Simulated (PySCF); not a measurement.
C₃H₈BO₃, SMILES [CH2]OB(OC)OC, doublet, GFN2-xTB optimised geometry.

```
15

C      1.12    -1.12     0.34
O      0.29    -0.11     0.00
B     -1.09    -0.11     0.00
O     -1.90    -1.19    -0.05
C     -1.49    -2.53    -0.23
O     -1.73     1.08     0.00
C     -1.04     2.31     0.05
H      2.14    -0.98     0.02
H      0.90    -1.72     1.21
H     -2.14    -2.98    -0.98
H     -0.45    -2.59    -0.56
H     -1.59    -3.07     0.72
H     -1.76     3.07     0.36
H     -0.65     2.56    -0.94
H     -0.21     2.27     0.75
```

Density from unrestricted B3LYP/def2-TZVP in PySCF 2.14.0 at that geometry.

Minimum of the electron density along straight lines between bonded atoms, close to the bond critical point (lines longer than 1.1 times the sum of covalent radii, or with two minima, are not listed):

```json
[
 {"bond": "C1–O2", "length / Å": "1.354", "ρ at the minimum / e bohr⁻³": "0.284", "∇²ρ there / e bohr⁻⁵": "-0.29", "position (fraction from the first atom)": "0.34"},
 {"bond": "O2–B3", "length / Å": "1.380", "ρ at the minimum / e bohr⁻³": "___", "∇²ρ there / e bohr⁻⁵": "0.86", "position (fraction from the first atom)": "0.67"},
 {"bond": "B3–O4", "length / Å": "1.355", "ρ at the minimum / e bohr⁻³": "0.213", "∇²ρ there / e bohr⁻⁵": "0.91", "position (fraction from the first atom)": "0.33"},
 {"bond": "O4–C5", "length / Å": "1.408", "ρ at the minimum / e bohr⁻³": "0.257", "∇²ρ there / e bohr⁻⁵": "-0.51", "position (fraction from the first atom)": "0.65"},
 {"bond": "B3–O6", "length / Å": "1.357", "ρ at the minimum / e bohr⁻³": "0.215", "∇²ρ there / e bohr⁻⁵": "0.90", "position (fraction from the first atom)": "0.33"},
 {"bond": "O6–C7", "length / Å": "1.411", "ρ at the minimum / e bohr⁻³": "0.257", "∇²ρ there / e bohr⁻⁵": "-0.53", "position (fraction from the first atom)": "0.65"},
 {"bond": "C1–H8", "length / Å": "1.074", "ρ at the minimum / e bohr⁻³": "0.295", "∇²ρ there / e bohr⁻⁵": "-1.07", "position (fraction from the first atom)": "0.65"},
 {"bond": "C1–H9", "length / Å": "1.076", "ρ at the minimum / e bohr⁻³": "0.292", "∇²ρ there / e bohr⁻⁵": "-1.05", "position (fraction from the first atom)": "0.65"},
 {"bond": "C5–H10", "length / Å": "1.091", "ρ at the minimum / e bohr⁻³": "0.287", "∇²ρ there / e bohr⁻⁵": "-1.02", "position (fraction from the first atom)": "0.65"},
 {"bond": "C5–H11", "length / Å": "1.095", "ρ at the minimum / e bohr⁻³": "0.286", "∇²ρ there / e bohr⁻⁵": "-1.01", "position (fraction from the first atom)": "0.65"},
 {"bond": "C5–H12", "length / Å": "1.093", "ρ at the minimum / e bohr⁻³": "0.285", "∇²ρ there / e bohr⁻⁵": "-1.01", "position (fraction from the first atom)": "0.64"},
 {"bond": "C7–H13", "length / Å": "1.090", "ρ at the minimum / e bohr⁻³": "0.288", "∇²ρ there / e bohr⁻⁵": "-1.03", "position (fraction from the first atom)": "0.65"},
 {"bond": "C7–H14", "length / Å": "1.093", "ρ at the minimum / e bohr⁻³": "0.285", "∇²ρ there / e bohr⁻⁵": "-1.01", "position (fraction from the first atom)": "0.64"},
 {"bond": "C7–H15", "length / Å": "1.093", "ρ at the minimum / e bohr⁻³": "0.286", "∇²ρ there / e bohr⁻⁵": "-1.01", "position (fraction from the first atom)": "0.65"}
]
```

Question: Complete the blanks.

Answer: 
- O2–B3, ρ at the minimum / e bohr⁻³: 0.197
